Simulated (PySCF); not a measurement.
CH₈N₂O₂Si, SMILES N([Si](O)(N)O)C.

Geometry optimised at B3LYP-D3(BJ)/def2-SVP. The structure was generated by enumeration, and PubChem lists no compound with its InChIKey, so it may never have been made. Other conformers were not sampled.

Two levels are set side by side: TDDFT-PBE/def2-SVPD (PySCF) and TDDFT-CAM-B3LYP/def2-SVPD (PySCF). Vertical, same geometry. The lowest singlet is HOMO→LUMO 100 % with PBE and HOMO→LUMO 80 % with the other functional; states are paired by order. Differences are taken from unrounded values.

```json
[
 {"quantity": "lowest singlet excitation (eV)", "TDDFT-CAM-B3LYP": "6.05"},
 {"quantity": "lowest triplet excitation (TDA) (eV)", "TDDFT-CAM-B3LYP": "5.84"}
]
```

Q: What does TDDFT-PBE give, and how far is it from TDDFT-CAM-B3LYP? (The exact figures need the calculation; the answer reports its results.)

A: 
| quantity | TDDFT-PBE | TDDFT-PBE minus TDDFT-CAM-B3LYP |
|---|---|---|
| lowest singlet excitation (eV) | 4.79 | -1.25 |
| lowest triplet excitation (TDA) (eV) | 4.70 | -1.14 |

Functionals without exact exchange tend to place singlet excitations lower, as here. Differences between two approximate levels are no errors against the true value.

Rough cost on one machine, each run with all the roots and properties that it gave: TDDFT-CAM-B3LYP against TDDFT-PBE about 8 times.
